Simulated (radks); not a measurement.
The numbers below are computed, except where a source is named.
V4+, 19 electrons, occupied as [Ar] 4s1 (not the ground configuration). Level of theory: Dirac Kohn-Sham, BLYP, spin-unpolarised, spherical densities, finite nucleus; Fermi nuclear charge, rms radius 3.6002 fm (a radial shooting solver on a logarithmic mesh with Libxc functionals). Some entries of the table are withheld. Estimate them.

orbital  occ.  eigenvalue (hartree)  <r> (bohr)
1s1/2       2             -199.5999         (1)
2s1/2       2             -24.65680         (2)
2p1/2       2             -21.17525         (3)
2p3/2       4             -20.91448         (4)
3s1/2       2              -4.82819      0.9093
3p1/2       2                   (5)         (6)
3p3/2       4                   (7)         (8)
4s1/2       1              -1.55480       2.237

Answer. 
(1) 1s1/2 <r> (bohr): 0.06644
(2) 2s1/2 <r> (bohr): 0.3081
(3) 2p1/2 <r> (bohr): 0.2722
(4) 2p3/2 <r> (bohr): 0.2749
(5) 3p1/2 eigenvalue (hartree): -3.85693
(6) 3p1/2 <r> (bohr): 0.9445
(7) 3p3/2 eigenvalue (hartree): -3.82155
(8) 3p3/2 <r> (bohr): 0.9511
